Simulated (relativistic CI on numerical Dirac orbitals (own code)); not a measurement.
**What each ingredient does to the levels of Rb XI**

Base calculation: Dirac-Coulomb-Breit CI, separate exchange-only KLI orbitals for each configuration, QED by a radiative potential, unscaled Slater integrals.

CI space (outside the closed core [Ne]): 3s²3p⁶3d⁹, 3s²3p⁵3d¹⁰, 3s3p⁶3d¹⁰, 3s²3p⁶3d⁸4s, 3s²3p⁶3d⁸4p, 3s²3p⁶3d⁸4d, 3s²3p⁶3d⁷4s², 3s²3p⁶3d⁷4s4p, 3s²3p⁶3d⁸4f, 3s²3p⁶3d⁸5s, 3s²3p⁶3d⁷4p², 3s²3p⁶3d⁸5p, 3s²3p⁶3d⁷4s4d, 3s²3p⁶3d⁸5d, 3s²3p⁶3d⁷4p4d, 3s²3p⁵3d⁹4s. Levels of other configurations are missing.

Variants: (1) non-relativistic limit. Shifts of the energy above 3s²3p⁶3d⁹ ²D5/2, in cm⁻¹, for the lowest level and the first level of each name with at least 55 % of one term (blank where a level changes its place among those of its configuration and J or its character, or is not in the variant):

```csv
Level,Base,Δ(1)
3s²3p⁶3d⁹ ²D5/2,0,0
3s²3p⁶3d⁹ ²D3/2,12312,-12312
3s²3p⁶3d⁸4s ⁴F9/2,933528,+37955
3s²3p⁶3d⁸4s ⁴F7/2,939149,+32333
3s²3p⁶3d⁸4s ⁴F5/2,946290,+25192
3s²3p⁶3d⁸4s ⁴F3/2,949899,+21584
3s²3p⁶3d⁸4s ²F7/2,950379,+32361
3s²3p⁶3d⁸4s ²F5/2,958772,+23968
3s²3p⁶3d⁸4s ⁴P5/2,973360,
3s²3p⁶3d⁸4s ²D3/2,976582,+32602
3s²3p⁶3d⁸4s ⁴P1/2,984452,+26289
3s²3p⁶3d⁸4s ⁴P3/2,984908,+25833
3s²3p⁶3d⁸4s ²D5/2,987674,
3s²3p⁶3d⁸4s ²P3/2,994797,+27627
3s²3p⁶3d⁸4s ²P1/2,996236,+26188
3s²3p⁶3d⁸4s ²G9/2,997937,+29611
3s²3p⁶3d⁸4s ²G7/2,998065,+29484
3s²3p⁵3d¹⁰ ²P°3/2,1051462,-17937
3s²3p⁶3d⁸4s ²S1/2,1077264,+27585
3s²3p⁶3d⁸4p ⁴D°7/2,1103281,+27872
3s²3p⁶3d⁸4p ⁴D°5/2,1114881,+16273
3s²3p⁶3d⁸4p ⁴G°7/2,1119831,+19838
```

At this charge energies of transitions that change n are usually good to better than 1 %, and those within a shell (Δn = 0) to a few per cent.

Ionisation energy from the two ground configurations alone: base 313.079 eV. The NIST ASD value (theoretical) is 313.1 eV.

LS names give the leading component of a level, which can be under half, so a name can repeat, a term be missing and a line seem to break the LS rules.
